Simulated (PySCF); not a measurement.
Assignment exercise: C$_{7}$H$_{4}$ClFO

Structure with atom numbers: `[O:1]=[C:2]([Cl:3])[c:4]1[cH:5][cH:6][c:7]([F:8])[cH:9][cH:10]1`; H(Xn) means a hydrogen on atom n.

- coordinates at the PBE0-D3(BJ)/def2-TZVP level
- GIAO B97-2/pcSseg-2 shieldings
- run in PySCF 2.14
- no solvent model, single conformer, no relativistic terms, averaged over atoms made equivalent by symmetry, fast rotation or ring inversion

Scale: $^{13}$C, $^{1}$H vs TMS (reference shieldings calculated alike).

**Question.** Assign these signals to the numbered atoms. $^{13}$C{$^{1}$H} NMR (computed): δ 178.5, 178.1, 143.1, 134.7, 121.6.

**Answer.** 
| δ (ppm) | atoms | environment | reason |
| --- | --- | --- | --- |
| 178.5 | C2 | carbonyl carbon | – |
| 178.1 | C7 | aromatic carbon bearing fluorine | σ withdrawal by the attached heteroatom moves it downfield of the ring CH carbons |
| 143.1 | C5/C10 | aromatic CH | – |
| 134.7 | C4 | substituted aromatic carbon | – |
| 121.6 | C6/C9 | aromatic CH | – |

C2 and C7 lie closer than the usual error of such a calculation, so a measured spectrum could show them in the other order.

**Question.** Assign these signals to the numbered atoms. $^{1}$H NMR (600 MHz, computed): δ 8.65 (m, 2H), 7.34 (m, 2H).

**Answer.** 
```tsv
δ (ppm)	atoms	environment	reason
8.65	H(C5)/H(C10)	hydrogen on an aromatic CH	ring current plus the deshielding of an ortho carbonyl group
7.34	H(C6)/H(C9)	hydrogen on an aromatic CH	–
```

Carbons that carry Cl, above all several Cl atoms, come out too deshielded, partly because spin–orbit coupling is missing. Splittings by $^{19}$F in the carbon and heteronuclear signals aren't shown, as no couplings were computed. Shifts are as computed. Against solution values, carbons near 30 ppm lie about +3 ppm off and those near 130 ppm about +7 ppm; carbons on Cl a further +5 ppm. Of 1211 compounds with measured shifts, 218 miss one by over three times the rms of a fit or turn the order of signals round; such compounds aren't used in these exercises. Multiplicities follow the n + 1 count of equivalent neighbours, as no J values were calculated; m marks all less simple cases, F and P coupling included.
